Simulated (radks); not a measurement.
Excited configurations of neutral zinc: one electron is placed in a higher orbital outside [Ar] 3d10 4s1. The ground configuration is [Ar] 3d10 4s2. Method: Dirac Kohn-Sham, PBE, spin-unpolarised, spherical densities, point nucleus; open shells fill j = l - 1/2 first; computed with a radial shooting solver on a logarithmic mesh with Libxc functionals. Excitation = E - E(ground); binding = E(ion) - E, where the ion is the core of charge +1; n* = 1/sqrt(2 binding) in atomic units, and the quantum defect is n - n*.

outer orbital,excitation (eV),binding (eV),n*,quantum defect,eigenvalue (eV)
4d3/2,8.264,1.625,2.894,1.106,-0.711
4f5/2,8.979,0.910,3.868,0.132,-0.435
5s1/2,7.115,2.774,2.215,2.785,-1.608
5p1/2,7.945,1.944,2.646,2.354,-1.085
5d3/2,8.858,1.031,3.632,1.368,-0.569
5f5/2,9.262,0.627,4.658,0.342,-0.366
6s1/2,8.461,1.428,3.087,2.913,-0.871
6p1/2,8.790,1.099,3.519,2.481,-0.671
6d3/2,9.200,0.689,4.443,1.557,-0.423
7s1/2,9.016,0.873,3.948,3.052,-0.561
7d3/2,9.401,0.488,5.278,1.722,-0.317
7f5/2,9.548,0.341,6.320,0.680,-0.225

The Delta-SCF ionisation energy is 9.889 eV (NIST Atomic Spectra Database: 9.394 eV, measured). Self-interaction in the functional shifts the binding energies and quantum defects, so they are the method's values and not measured ones. Spin polarisation and multiplet splitting are left out, so open shells lie too high by an amount that depends on their filling.

Beside tabulated values, note that spin-unpolarised runs miss the spin-polarisation part of the exchange energy of open shells.
